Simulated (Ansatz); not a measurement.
`C[SiH](F)[GeH3]`, one more setting.

```yaml
crystal:
  periodic: [false, false, false]
  atoms:
    - {symbol: C, position_ang: [0.198447, 1.571456, 0.734901]}
    - {symbol: Si, position_ang: [0.401263, -0.275595, 0.712749]}
    - {symbol: F, position_ang: [1.971468, -0.625050, 0.762896]}
    - {symbol: Ge, position_ang: [-0.519024, -1.264515, -1.249847]}
    - {symbol: H, position_ang: [-0.864060, 1.830545, 0.743431]}
    - {symbol: H, position_ang: [0.660227, 1.999843, 1.627930]}
    - {symbol: H, position_ang: [0.653816, 2.031474, -0.144715]}
    - {symbol: H, position_ang: [-0.212370, -0.878886, 1.927136]}
    - {symbol: H, position_ang: [-2.033632, -0.990539, -1.307194]}
    - {symbol: H, position_ang: [0.117116, -0.668878, -2.517995]}
    - {symbol: H, position_ang: [-0.307952, -2.786855, -1.268794]}
basis:
  gaussian: {orbitals: cc-pVTZ-DK, final_grid: {core_spheres: 8, valence_spheres: 7, degree: 23}, point_charges: [{charge: 2.00, position_ang: [4.746, -0.376, -0.080]}]}
total_charge: -1
magnetization: {spin_polarized: true, initial_magnetization: 1}
hamiltonian: {xc: {name: PBE}}
```

```sh
$ ansatz run in.yaml --threads 4 --pin off --events-out ev --progress --plain --max-ram 10444MiB
```

It prints (some lines left out):

```
Functional definition: PBE
1373 factors; their error is unknown
mean field evaluation 1: about -68864.6143 eV, gradient 3.7e1 eV
mean field evaluation 2: about -68857.3712 eV, gradient 5.0e1 eV
mean field evaluation 4: about -68870.2991 eV, gradient 2.7e0 eV
mean field evaluation 8: about -68870.3369 eV, gradient 1.3e-1 eV
mean field evaluation 16: about -68870.2906 eV, gradient 3.3e-4 eV
mean field -68870.29055906 eV, -2530.9364960859 hartree, gradient 3.5e-5 eV, S^2 0.751862; 1 other end points of the search recorded, 0 dependent functions left out
reference -68870.29061346 eV, -2530.9364980850 hartree; 35, 34 occupied and 200, 201 virtual orbitals, 1373 factors
Total energy: -68870.29061346 eV, -2530.9364980850 hartree
Relativity: scalar
```

Run time 4.9 s (4 threads of an Intel Xeon Platinum 8259CL on a shared host); peak host memory 0.39 GiB.
